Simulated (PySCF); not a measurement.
Compound: C₇H₁₀N (doublet state).
Cartesian coordinates in Å at the GFN2-xTB level; atoms count from 1:
```xyz
18
C7H10N angstrom
C      2.5079    1.0729    0.6643
C      1.7450    0.3878    0.0471
C      0.8134   -0.4438   -0.6922
C      0.1869   -1.5042    0.2295
C     -0.7775   -0.8898    1.1814
N     -1.6527    0.0841    0.6952
C     -1.1016    1.0876   -0.1928
C     -0.3058    0.4094   -1.3025
H      3.1816    1.6700    1.2029
H      1.3689   -0.9437   -1.4959
H      0.9685   -2.0223    0.7921
H     -0.3039   -2.2570   -0.4117
H     -1.1730   -1.4995    1.9769
H     -2.2437    0.4769    1.4160
H     -1.9317    1.6615   -0.6163
H     -0.4360    1.7842    0.3428
H      0.1128    1.1683   -1.9660
H     -0.9680   -0.2360   -1.8826
```

The hyperfine couplings belong to this conformer and change with its torsions.

Identity: `C#C[C@H]1C[CH]NCC1` [radical].

The calculation used UKS B3LYP, pcH-1 on C H N, non-relativistic, mean-field spin-orbit, GIAO (PySCF). The structure is a single GFN2-xTB conformer in the gas phase; no vibrational or solvent corrections. The geometry wasn't refined by DFT: couplings that depend on bond lengths, twists or pyramidal angles can differ widely from those at the functional's own minimum. The SCF solution wasn't tested for stability.

Question: Give the principal g shifts and their parts.

Answer: 
| Δg (ppm) | 1 | 2 | 3 |
| --- | --- | --- | --- |
| relativistic mass correction | -169 | -169 | -169 |
| gauge correction | 2 | 24 | 36 |
| orbital Zeeman/spin–orbit | -28 | 581 | 1085 |
| total | -195 | 436 | 952 |

So g = 2.00212, 2.00276, 2.00327 and g_iso = 2.00272; the tensor is rhombic: the two nearest values differ by 45 % of g3 − g1. Axes: g2 points within 4° of the C5–N6 bond.

Question: What are the electron Larmor frequencies g μB B/h along the three axes at 340 mT?

Answer: 9.5276, 9.5306, 9.5330 GHz for g1, g2 and g3, a range of 5.5 MHz.

Question: What effective moment and Curie constant follow for a powder?

Answer: With the mean of g² = 4.0109 and S(S+1) = 0.75: μ_eff = √(⟨g²⟩S(S+1)) = 1.734 μB and χT = 0.12505·⟨g²⟩·S(S+1) = 0.376 cm³ K/mol (cgs; spin-Hamiltonian part alone).

Question: How much does each term add to the isotropic shift?

Answer: The orbital-Zeeman/spin–orbit term 546, the mass correction -169 and the gauge correction 21 ppm, for a total of 398 ppm. The orbital-Zeeman/spin–orbit term is the largest in size. The mass correction is the same along every axis, so the anisotropy comes from the other two: their spans along these axes are 34 (gauge) and 1113 ppm (orbital Zeeman/spin–orbit).

Question: In a frozen sample, at which fields do the three g values resonate at 9.5, 34, 94 and 263 GHz (hyperfine left aside), and which band first spreads them over more than twice a line width of 0.5 mT?

Answer: 
```csv
band,GHz,B(g3) mT,B(g2) mT,B(g1) mT,spread mT
X,9.5,338.82,338.91,339.02,0.19
Q,34.0,1212.63,1212.94,1213.32,0.69
W,94.0,3352.56,3353.42,3354.48,1.92
J,263.0,9380.03,9382.45,9385.41,5.37
```

The spread grows in proportion to the frequency. W band is the first where it exceeds 1.0 mT.

The Mulliken spin populations are largest on C5 (+0.82), N6 (+0.16) and H12 (+0.06). The angles at C5 add up to 351.5°, so it is slightly pyramidal.

The HOMO–LUMO gaps are 4.74 eV among the α and 6.65 eV among the β orbitals.
